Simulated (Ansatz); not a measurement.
A series at Hf: from `[SeH][Hf]([SeH])([SeH])[SeH]`, ligands are replaced one by one, each step taking up H–F and setting free H₂Se; n counts the steps. Ansatz, PBE0-D4/def2-TZVP geometries. Each molecule was computed in one conformer, which needn't be the lowest.

| n | molecule | HOMO energy, ωB97M-V/def2-TZVPP (eV) |
| --- | --- | --- |
| 0 | `[SeH][Hf]([SeH])([SeH])[SeH]` | -9.58 |
| 1 | `[F][Hf]([SeH])([SeH])[SeH]` | -9.44 |
| 2 | `[F][Hf]([F])([SeH])[SeH]` | -9.66 |
| 3 | `[F][Hf]([F])([F])[SeH]` | -9.82 |
| 4 | `[F][Hf]([F])([F])[F]` | ? |

Problem. By hand: fit a straight line y = ȳ + b (n − n̄) to the 4 given rows and predict n = 4.

Solution. n̄ = 1.500, ȳ = -9.625; Σ(n − n̄)(y − ȳ) = -0.470, Σ(n − n̄)² = 5.000, so b = -0.094 eV a step. Prediction: -9.625 + (-0.094) × (2.500) = -9.86 eV.

Problem. By hand: compare with the computed value, -14.69 eV, and give the steps along the whole series.

Solution. The line misses by -4.83 eV (computed minus predicted). Steps: 0.14, -0.22, -0.16, -4.87 eV.

The steps change sign along the series, so a line is a poor guide. The highest orbital can change its character along such a series. The miss is 92.0 % of the series' range.

Spin–orbit coupling is left out; it splits and shifts lone-pair levels of the heavy atoms by tenths of an eV.
